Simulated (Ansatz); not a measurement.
mer-ScBr3(H2O)3 (ScBr3O3H6). The state is a singlet with charge 0. Geometry PBE0-D4/def2-SVP, basis def2-TZVP, Ansatz.

```tsv
run	HOMO (eV)	LUMO (eV)
A	-6.28	-2.63
B	-7.48	-1.58
C	-7.03	-2.13
D	-6.09	-2.54
E	-6.59	-2.53
```

Question: The runs used BLYP, PBE, PBE0, r2SCAN, r2SCANh. Estimate which is which.

Answer: A PBE (0 % exact exchange); B PBE0 (25 % exact exchange); C r2SCANh (10 % exact exchange); D BLYP (0 % exact exchange); E r2SCAN (0 % exact exchange). Exact exchange lowers occupied and raises empty levels; among semilocal functionals meta-GGAs tend to open the gap a little, and such runs are hard to tell apart. The gap grows from 3.56 eV (BLYP) to 5.89 eV (PBE0).
